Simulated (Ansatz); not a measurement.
`F[SiH](F)O[SiH2]S` at its PBE0-D4/def2-TZVP geometry, where that method's forces vanish. The species carries charge 0 and has multiplicity 1.

```csv
atom,x (Å),y (Å),z (Å)
F1,-0.519,-2.636,0.624
Si2,0.300,-1.804,-0.442
F3,-0.315,-2.144,-1.859
O4,0.143,-0.242,-0.143
Si5,-0.524,1.245,0.007
S6,0.905,2.681,0.635
H7,1.704,-2.218,-0.406
H8,-0.991,1.707,-1.318
H9,-1.626,1.151,0.991
H10,0.923,2.259,1.911
```

Question: For each bond, give half the difference of the two atoms' forces along it (eV/Å; positive pushes the atoms apart) under PBE-D4, r2SCAN-D4, B3LYP-D4, ωB97M-V in def2-TZVPP. (An estimate is asked.)

Answer: Computed: 
```csv
bond,length (Å),PBE-D4,r2SCAN-D4,B3LYP-D4,ωB97M-V
F1–Si2,1.581,0.44,0.03,0.18,0.13
Si2–F3,1.581,0.44,0.04,0.18,0.14
Si2–O4,1.598,0.11,0.05,0.03,0.09
Si2–H7,1.464,-0.12,-0.07,-0.20,-0.27
O4–Si5,1.637,0.12,0.00,0.07,0.09
Si5–S6,2.121,0.08,0.05,0.17,0.04
Si5–H8,1.479,0.04,-0.03,-0.13,-0.16
Si5–H9,1.480,0.02,-0.03,-0.13,-0.17
S6–H10,1.344,0.25,0.01,-0.02,-0.09
```

B3LYP here is the variant with VWN-RPA as its local correlation; programs differ in this.
